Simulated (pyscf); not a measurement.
HO–PH–O–SiH₃, singlet

Gas-phase minimum from PySCF at ωB97X-D3(BJ)/def2-SVP, one conformer. HO–PH–O–SiH₃ lies 16.1 kcal/mol over its isomer HO–SiH₂–O–PH₂, and others may lie lower still (electronic energy, ωB97M-D3(BJ)). 

```
O
P 1 1.6500
O 2 1.6682 1 101.75
H 3 0.9655 2 110.30 1 -98.95
Si 1 1.6803 2 127.04 3 -36.44
H 2 1.4328 1 97.92 5 58.38
H 5 1.4862 1 106.82 2 -160.34
H 5 1.4881 7 109.28 1 120.17
H 5 1.4913 7 110.24 8 120.97
```
Charge 0, spin multiplicity 1.

Properties at ωB97X-D3(BJ)/def2-SVP:

- Harmonic wavenumbers, unscaled = 87, 153, 158, 376, 406, 656, 732, 754, 832, 919, 960, 964, 977, 1024, 1034, 1118, 2262, 2276, 2289, 2378, 3885 cm⁻¹
- Zero-point energy = 34.7 kcal/mol
- Rotational symmetry number = 1
- Entropy of this conformer at 298 K and 1 atm, rigid rotor and harmonic oscillator, modes under 100 cm⁻¹ raised to 100 = 326.5 J/(mol K)
- Dipole moment = 0.94 D

Single-point totals, which compare only within one level (frozen core for MP2 and CC):

```json
[
 {"level": "ωB97X-D3(BJ)/def2-TZVP", "total energy (hartree)": "-784.52565"},
 {"level": "PBE/def2-TZVP", "total energy (hartree)": "-783.97844"},
 {"level": "r²SCAN/def2-TZVP", "total energy (hartree)": "-784.32631"},
 {"level": "B3LYP-D3(BJ)/def2-TZVP", "total energy (hartree)": "-784.51305"},
 {"level": "PBE0-D3(BJ)/def2-TZVP", "total energy (hartree)": "-784.04312"},
 {"level": "M06-2X/def2-TZVP", "total energy (hartree)": "-784.35568"},
 {"level": "ωB97M-D3(BJ)/def2-TZVP", "total energy (hartree)": "-784.57605"},
 {"level": "HF/def2-TZVPP", "total energy (hartree)": "-782.47679"},
 {"level": "MP2/def2-TZVPP", "total energy (hartree)": "-783.23137"},
 {"level": "CCSD/def2-TZVPP", "total energy (hartree)": "-783.26845"},
 {"level": "CCSD(T)/def2-TZVPP", "total energy (hartree)": "-783.29785"}
]
```

Soft torsions are taken as harmonic, which can shift the entropy by several J/(mol K). The CCSD(T) − MP2 part came from Ansatz, without density fitting, on the same reference.
